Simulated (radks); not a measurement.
Ionisation of the manganese ion Mn+, [Ar] 3d5 4s1, to [Ar] 3d5 as the strength of local exchange is varied. Method: scalar-relativistic Kohn-Sham, Slater X-alpha exchange (alpha = 2/3 is LDA exchange), no correlation, spin-unpolarised, spherical densities, point nucleus; computed with a radial shooting solver on a logarithmic mesh with Libxc functionals.

alpha  E(Mn+) (hartree)  exchange (hartree)  IE (eV)  -e of the level emptied (eV)  <r> of it (bohr)
0.584       -1147.89997           -41.34348   14.321                   10.611 (4s)             2.876
0.617       -1150.23988           -43.76704   14.534                   10.822 (4s)             2.857
0.667       -1153.79411           -47.45669   14.859                   11.146 (4s)             2.828
0.681       -1154.79122           -48.49358   14.950                   11.237 (4s)             2.819
0.857       -1167.39769           -61.66947   16.121                   12.420 (4s)             2.721
0.92        -1171.94229           -66.44888   16.549                   12.858 (4s)             2.687
1.046       -1181.08196           -76.10675   17.421                   13.756 (4s)             2.622

NIST Atomic Spectra Database: 15.640 eV (measured). The Delta-SCF value meets it near alpha = 0.78. Spin polarisation and multiplet splitting are left out, so open shells lie too high by an amount that depends on their filling.

Beside tabulated values, note that spin-unpolarised runs miss the spin-polarisation part of the exchange energy of open shells.
